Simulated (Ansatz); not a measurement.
Reaction (isomerisation): `O[SiH2]PS` → `O[SiH](P)S`

Program: Ansatz. Geometries: PBE0-D4/def2-TZVP. ΔE: electronic, gas phase. CCSD(T)/CBS is the MP2 limit (def2-TZVPP, def2-QZVPP) plus CCSD(T) − MP2 in def2-TZVPP, frozen cores. Functionals use def2-TZVPP. B3LYP here is the variant with VWN-RPA as its local correlation; programs differ in this. HSE06 is defined as in plane-wave codes. Each species was taken in one conformer, which may not be the lowest.

```
             level  ΔE (kJ/mol)  difference from CCSD(T)/CBS
       LDA (SPW92)        -63.0                          0.6
            PBE-D4        -60.4                          3.2
         revPBE-D4        -59.0                          4.6
           BLYP-D4        -57.7                          5.9
         r2SCAN-D4        -64.8                         -1.2
            B97M-V        -65.7                         -2.1
           PBE0-D4        -62.9                          0.7
          B3LYP-D4        -60.2                          3.4
        r2SCANh-D4        -65.2                         -1.6
        r2SCAN0-D4        -65.5                         -1.9
          HSE06-D4        -62.7                          0.9
          BHLYP-D4        -62.2                          1.4
      CAM-B3LYP-D4        -63.0                          0.6
           ωB97X-V        -63.4                          0.2
            B2PLYP        -63.1                          0.5
          PBE-QIDH        -65.8                         -2.2
               PBE        -60.8                          2.8
            revPBE        -60.6                          3.0
              BLYP        -58.7                          4.9
            r2SCAN        -64.9                         -1.3
              PBE0        -63.1                          0.5
             B3LYP        -60.8                          2.8
           r2SCANh        -65.2                         -1.6
             HSE06        -63.0                          0.6
             BHLYP        -62.7                          0.9
           LC-ωPBE        -66.0                         -2.4
       HF/def2-SVP        -65.9                         -2.3
      MP2/def2-SVP        -70.9                         -7.3
     CCSD/def2-SVP        -68.4                         -4.8
  CCSD(T)/def2-SVP        -68.0                         -4.4
     HF/def2-TZVPP        -63.6                          0.0
    MP2/def2-TZVPP        -66.8                         -3.2
SCS-MP2/def2-TZVPP        -64.1                         -0.5
   CCSD/def2-TZVPP        -66.4                         -2.8
     HF/def2-QZVPP        -62.9                          0.7
    MP2/def2-QZVPP        -65.3                         -1.7
SCS-MP2/def2-QZVPP        -62.9                          0.7
      HF/CBS(def2)        -62.8                          0.8
     MP2/CBS(def2)        -64.5                         -0.9
    CCSD/CBS(def2)        -64.1                         -0.5
       CCSD(T)/CBS        -63.6                            0
```

Largest T1 diagnostic among the species: 0.013.

At CCSD(T), def2-SVP lies −4.4 kJ/mol from the extrapolated value and def2-TZVPP −2.4 kJ/mol. Leaving LDA and LC-ωPBE aside and taking each functional with its dispersion term where it has one, the values spread over 8.1 kJ/mol, from PBE-QIDH to BLYP-D4. From BLYP to BHLYP (50 % exact exchange), in def2-TZVPP and without D4, ΔE moves by −4.0 kJ/mol.
